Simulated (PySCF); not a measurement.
Correlation energy of Te⁴⁰⁺ (tellurium, charge +40)

[Ne] 3s2, closed-shell 1S. All numbers are calculated (PySCF 2.14, the spin-free X2C one-electron Hamiltonian (Gaussian nucleus), in an even-tempered Gaussian basis (18 s from 7.7 bohr⁻², ratio 2.5; 12 p from 10 bohr⁻², ratio 2.5; 4 d from 37 bohr⁻², ratio 2.7; 4 f from 55 bohr⁻², ratio 2.7)). Frozen: 1s2; 10 electrons correlated; the 22 highest virtual orbitals of each spin left out.

```
  level  correlation energy (mhartree)
   CCSD                        -484.18
    (T)                          -0.93
CCSD(T)                        -485.11
```

Diagnostics: T1 = 0.00024, D1 = 0.0007, largest double amplitude 0.058.

Cost of the coupled-cluster step: roughly 5 core-seconds, for 10 correlated electrons.

At this charge the one-electron X2C treatment keeps the bare 1/r₁₂, with no two-electron picture change or Breit term. The effect here is smaller than on the frozen 1s shell; and a scalar Hamiltonian misses the large spin-orbit splitting of the p shells, which matters for ns² → np² pairs.
